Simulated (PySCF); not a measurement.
**Germanium: a sound run and one with changed settings**

Sound run: Ge [Ar] 3d10 4s2 4p2, Ge⁺ [Ar] 3d10 4s2 4p1. Computed with PySCF 2.14 in aug-cc-pVDZ-PP with ECP10MDF (5s4p3d, 32 functions), with scalar relativity through the core potential. The sound run starts from symmetry-adapted Hartree-Fock orbitals and uses a fine grid where one is needed.

Changed run: basis STO-3G, all-electron and non-relativistic. This setting is unsound on purpose.

| species | method | sound run (hartree) | changed run (hartree) | converged |
| --- | --- | --- | --- | --- |
| Ge | UHF | -293.34175 | -2051.63626 | yes |
| Ge | r2SCAN | -294.40345 | -2052.91020 | yes |
| Ge | MN15 | -294.88059 | -2050.57489 | yes |
| Ge⁺ | UHF | -293.06941 | -2051.47666 | yes |
| Ge⁺ | r2SCAN | -294.10858 | -2052.72124 | yes |
| Ge⁺ | MN15 | -294.59460 | -2050.40879 | yes |

Ionisation energy of Ge:

```tsv
method	sound run (eV)	changed run (eV)
UHF	7.411	4.343
r2SCAN	8.024	5.142
MN15	7.782	4.520
```

A minimal basis cannot let orbitals breathe on ionisation and holds almost no correlation. The Hamiltonian changed with the basis, so the totals do not compare.

For comparison, NIST gives 7.899 eV between the lowest levels.
